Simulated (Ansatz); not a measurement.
A run for Ansatz (a program for electronic structure): R-B3LYP/def2-TZVPPD on HF (SMILES F) with ghost functions, monomers drawn apart or pushed together. Files ending in .json are basis or fitting sets from the Basis Set Exchange.

Ansatz 0.2 input:
```yaml
crystal:
  periodic: [false, false, false]
  atoms:
    - {symbol: F, position_ang: [-0.41239611, -0.02570136, 3.70656323]}
    - {symbol: H, position_ang: [0.06498818, 0.45280295, 3.06700725]}
basis:
  gaussian:
    orbitals: def2-TZVPPD.json
    ghost_atoms:
      - {symbol: F, position_ang: [0.65694701, 0.01640740, -1.45081416]}
      - {symbol: Si, position_ang: [0.07944110, -0.38767010, -0.02733471]}
      - {symbol: F, position_ang: [0.64957417, 0.69041230, 1.02424819]}
      - {symbol: H, position_ang: [-1.38179289, -0.26436893, -0.04829726]}
      - {symbol: H, position_ang: [0.60583874, -1.70358573, 0.34950397]}
hamiltonian:
  xc: {name: B3LYP}
scf: {lower_state_search: off}
```

The head of its log:

```
WARN ansatz: RAYON_NUM_THREADS=1 ignored (pool sized by the plan → 1); use --threads N
Functional definition: B3LYP
these checks for a lower state are left out or cut short: stability, starts, cluster_reference, orbital_swaps, neighbouring_geometries, increment
integrals: 0.12 GiB planned
1046 factors; their error is unknown
mean field: 0.97 GiB planned
mean field evaluation 1: about -2733.0353 eV, gradient 3.4e1 eV
mean field evaluation 2: about -2730.1475 eV, gradient 5.8e1 eV
```

Question: Predict the final total energy.

Answer: -100.4952 hartree.
